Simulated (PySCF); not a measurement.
hexafluorocyclobutene (C₄F₆), SMILES FC1=C(F)C(F)(F)C1(F)F.

Geometry: B3LYP-D3(BJ)/def2-SVP.

Two levels are set side by side: PBE/def2-SVP (PySCF) and r2SCAN/def2-SVP (PySCF). Same geometry, gas phase. Differences are taken from unrounded values.

```json
[
 {"quantity": "orbital gap (eV)", "r2SCAN": "6.08"},
 {"quantity": "highest occupied level (eV)", "r2SCAN": "-7.82"},
 {"quantity": "lowest empty level (eV)", "r2SCAN": "-1.74"},
 {"quantity": "dipole moment (D)", "r2SCAN": "1.33"},
 {"quantity": "mean polarisability (bohr³)", "r2SCAN": "39.3"}
]
```

**Question.** What does PBE give, and how far is it from r2SCAN? (The exact figures need the calculation; the answer reports its results.)

**Answer.** 
```tsv
quantity	PBE	PBE minus r2SCAN
orbital gap (eV)	5.60	-0.49
highest occupied level (eV)	-7.35	0.47
lowest empty level (eV)	-1.75	-0.02
dipole moment (D)	1.31	-0.02
mean polarisability (bohr³)	40.1	0.8
```

Rough cost on one machine, each run with all the roots and properties that it gave: r2SCAN against PBE about 3 times.
